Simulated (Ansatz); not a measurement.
System: H3GeNO, charge 0, singlet. H3GeNO (SMILES [NH2][Ge][OH]).
B3LYP-D3(BJ)/def2-TZVP minimum from Ansatz (an electronic-structure program):
```xyz
6

Ge    -0.2149     0.0489     0.4021
O      0.7971     1.2837    -0.4446
H      1.1841     1.0269    -1.2893
N     -0.0816    -1.3313    -0.8117
H      0.4300    -1.3276    -1.6832
H     -0.5434    -2.2147    -0.6540
```
Charge 0, spin multiplicity 1.

Total energies in hartree (Ansatz). UHF or UKS for unpaired electrons; spin-orbit terms are left out. Cores are frozen in correlated methods (noble-gas shells, and filled d and f shells in the p block). No relativity. Where a partner has so few electrons that a lower coupled-cluster level is exact, that level stands in.

```tsv
species	HF/cc-pVTZ	CCSD(T)/cc-pVTZ	HF/cc-pVQZ	CCSD(T)/cc-pVQZ	CCSDT(Q)/cc-pVTZ
1: H3GeNO (SMILES [NH2][Ge][OH])	-2206.55835	-2207.15749	-2206.57366	-2207.21152	-2207.15932
2: Ge (triplet)	-2075.36107	-2075.42794	-2075.36359	-2075.43284	-2075.42848
3: O (triplet)	-74.81176	-74.97396	-74.81729	-74.99357	-74.97430
4: H (doublet)	-0.49981	-0.49981	-0.49995	-0.49995	-0.49981
5: N (quartet)	-54.40069	-54.51471	-54.40372	-54.52482	-54.51507
```

Work out the atomisation energy (electronic, to ground-state atoms) in kcal/mol: take Hartree-Fock from cc-pVQZ, extrapolate the CCSD(T) correlation energy as X^-3 (X = 3, 4), and add CCSDT(Q) - CCSD(T) in cc-pVTZ. 1 hartree = 627.51 kcal/mol.


Species 1: correlation (64·(-0.63786) - 27·(-0.59914))/37 = -0.66612; step -0.00183; E1 = -2206.57366 + (-0.66612) + (-0.00183) = -2207.24161
Species 2: correlation (64·(-0.06925) - 27·(-0.06687))/37 = -0.07099; step -0.00054; E2 = -2075.36359 + (-0.07099) + (-0.00054) = -2075.43512
Species 3: correlation (64·(-0.17628) - 27·(-0.16220))/37 = -0.18655; step -0.00034; E3 = -74.81729 + (-0.18655) + (-0.00034) = -75.00418
Species 4: correlation (64·(0.00000) - 27·(0.00000))/37 = 0.00000; step +0.00000; E4 = -0.49995 + (0.00000) + (+0.00000) = -0.49995
Species 5: correlation (64·(-0.12110) - 27·(-0.11402))/37 = -0.12627; step -0.00036; E5 = -54.40372 + (-0.12627) + (-0.00036) = -54.53035
-1·E1 +1·E2 +1·E3 +3·E4 +1·E5 = 0.77211 hartree = 484.5 kcal/mol.
